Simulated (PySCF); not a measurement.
SMILES c1ccc(cc1)[O] (C6H5O), doublet, B3LYP/def2-SVP optimised geometry.

```
12

O      1.41     2.25     0.00
C      0.76     1.19     0.00
C      1.41    -0.11     0.00
C      0.68    -1.28     0.00
C     -0.73    -1.24     0.00
C     -1.41     0.00     0.00
C     -0.70     1.19     0.00
H      2.51    -0.11     0.00
H      1.18    -2.25     0.00
H     -1.31    -2.17     0.00
H     -2.51     0.02     0.00
H     -1.19     2.16     0.00
```

Density from unrestricted B3LYP/def2-TZVP in PySCF 2.14.0 at that geometry.

Minimum of the electron density along straight lines between bonded atoms, close to the bond critical point (lines longer than 1.1 times the sum of covalent radii, or with two minima, are not listed):

| bond | length / Å | ρ at the minimum / e bohr⁻³ | ∇²ρ there / e bohr⁻⁵ | position (fraction from the first atom) |
|---|---|---|---|---|
| O1–C2 | 1.251 | 0.388 | -0.46 | 0.66 |
| C2–C3 | 1.457 | 0.290 | -0.83 | 0.50 |
| C3–C4 | 1.380 | 0.327 | -0.97 | 0.50 |
| C4–C5 | 1.412 | 0.308 | -0.90 | 0.50 |
| C5–C6 | 1.412 | 0.308 | -0.90 | 0.50 |
| C2–C7 | 1.457 | 0.290 | -0.83 | 0.50 |
| C6–C7 | 1.380 | 0.327 | -0.97 | 0.50 |
| C3–H8 | 1.093 | 0.283 | -1.00 | 0.65 |
| C4–H9 | 1.093 | 0.282 | -0.99 | 0.65 |
| C5–H10 | 1.093 | 0.283 | -1.00 | 0.65 |
| C6–H11 | 1.093 | 0.282 | -0.99 | 0.65 |
| C7–H12 | 1.093 | 0.283 | -1.00 | 0.65 |
